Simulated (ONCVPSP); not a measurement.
## What one change does to a pseudopotential (W, ONCV)

| Property | Result |
| --- | --- |
| Element | tungsten (W) |
| Generator | ONCVPSP 4.0.1 |
| Type | optimised norm-conserving Vanderbilt (ONCV) |
| Functional | PBEsol |
| Relativity | scalar-relativistic |
| Frozen core | [Kr] 4d10 |
| Valence charge | 28 |
| Reference configuration | 4f14 5s2 5p6 5d4 6s2 |
| Partial waves | 5s+6s: rc 1.75 bohr, ncon 3, nbas 6, qcut 9 1/bohr, 2 projectors; 5p: rc 2.10 bohr, ncon 4, nbas 8, qcut 7.3 1/bohr, 2 projectors, debl 0.3 Ha; 5d: rc 2.75 bohr, ncon 5, nbas 9, qcut 6.8 1/bohr, 2 projectors, debl 0.8 Ha; 4f: rc 0.85 bohr, ncon 4, nbas 8, qcut 20.5 1/bohr, 2 projectors, debl 0.9 Ha |
| Local potential | polynomial inside 0.80 bohr (lpopt 1, dvloc0 0 Ha) |
| Core correction | none |

In the p channel the program set the typed energies aside and used -1.588, 0.250 Ha. In the f channel the program set the typed energies aside and used -1.221, 0.250 Ha.

Change: p: ncon 5, nbas 9.

Cutoffs: the cutoffs (Ha) at which the residual kinetic energy of the hardest occupied pseudo-wave falls to 1 and 0.1 mHa per electron; they do not see the model core or the augmentation charge, which bear on the density cutoff. Errors are all-electron minus pseudo energies relative to the spin-unpolarised reference configuration.

Question: Predict the effect on cutoff, ghosts and configuration errors.

Answer: The potential gets neither clearly harder nor softer (182 Ha and 197 Ha → 182 Ha and 197 Ha); both files keep a bound ghost (s); of the 4 tests that both files solve, the error grows in 1 and shrinks in 0 by more than 15 % and 0.3 meV (median size 10.4 → 10.6 meV).

```csv
quantity,base,changed
"cutoff, loose",182 Ha,182 Ha
"cutoff, tight",197 Ha,197 Ha
loose cutoff by channel,"s 22 Ha, p 12 Ha, d 13 Ha, f 182 Ha","s 22 Ha, p 11 Ha, d 13 Ha, f 182 Ha"
bound ghosts,s,s
GHOST(+) flags under 300 eV,"d at 61.7 eV, p at 107.0 eV","d at 61.7 eV, p at 130.8 eV"
"error for 4f14 5s2 5p6 5d4 6s1, meV [ΔE 8.93 eV]",-3.3,-3.4
"error for 4f14 5s2 5p6 5d4 6s0, meV [ΔE 24.62 eV]",-9.9,-10
"error for 4f14 5s2 5p6 5d3 6s0, meV [ΔE 50.03 eV]",-11,-11
"error for 4f13 5s2 5p6 5d5 6s1, meV [ΔE 41.86 eV]",-163,-198
s: phases at 1.77 bohr within 0.05 rad from the reference energy up to (Ha; the scan ends near 5),to the end of the scan,to the end of the scan
p: phases at 2.14 bohr within 0.05 rad from the reference energy up to (Ha; the scan ends near 5),3.7,4.2
d: phases at 2.80 bohr within 0.05 rad from the reference energy up to (Ha; the scan ends near 5),2.2,2.2
f: phases at 0.86 bohr within 0.05 rad from the reference energy up to (Ha; the scan ends near 5),to the end of the scan,to the end of the scan
```

 A true bound ghost makes a file unfit for plane-wave use even where its test errors are small: the radial tests pick states by their node count and pass the ghost by.
